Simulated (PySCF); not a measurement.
## Interval between two levels of Te by level of theory

Te [Kr] 4d10 5s2 5p4 [3P2, M_J = 2] → Te [Kr] 4d10 5s1 5p5 [3P2, M_J = 2], as a difference of total energies. Computed with PySCF 2.14 in x2c-TZVPall-2c with one added diffuse shell each of s, p, d, f type (9s10p6d3f, 90 functions), with the two-component X2C-1e Hamiltonian. Correlated levels: [Ar] 3d10 frozen; the 6 highest virtual spinors dropped. "Screened" scales the spin-orbit matrix elements by Boettger's factors to mimic the two-electron term; Breit and QED terms are absent.

| method | interval between two levels (cm⁻¹) |
| --- | --- |
| GHF (spin-free) | 80208 |
| GMP2 (spin-free) | 75446 |
| GHF (screened spin-orbit) | 80957 |
| GMP2 (screened spin-orbit) | 75893 |

The labels give the starting determinants; with spin-orbit coupling the two ends relaxed to ⟨J²⟩ = 6.03, ⟨L²⟩ = 2.29, ⟨S²⟩ = 1.90 and ⟨J²⟩ = 6.05, ⟨L²⟩ = 2.03, ⟨S²⟩ = 2.06.
